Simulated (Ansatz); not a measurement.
System: BN, net charge 0, triplet state. 
Structure (B3LYP-D3(BJ)/def2-TZVP (Ansatz, an electronic-structure program) minimum search):
```xyz
2

B      0.0000     0.0000    -0.7688
N      0.0000     0.0000     0.5492
```
Charge 0, spin multiplicity 3.

Wanted: vertical ionisation energy (to the quartet state of charge +1; each state is the SCF solution reached for its spin), in eV. Correlated levels leave the core frozen unless marked. Open shells are spin-unrestricted. No spin-orbit coupling. No relativistic terms. CBS(X,Y): correlation extrapolated as X^-3; Hartree-Fock from the larger set.

CCSD(T)/CBS(aug-cc-pVTZ,aug-cc-pVQZ) (Ansatz) gives 11.68 eV.

**Question.** Another calculation gave 11.78 eV. Which level was it?
A. CAM-B3LYP/def2-TZVPD (Ansatz)
B. PBE/def2-TZVPD (Ansatz)
C. PBE0/def2-TZVPD (Ansatz)
D. SVWN5/def2-TZVPD (Ansatz)

**Answer.** B, PBE/def2-TZVPD (Ansatz). The others give 11.52 (PBE0), 12.02 (SVWN5), 11.64 (CAM-B3LYP) eV.
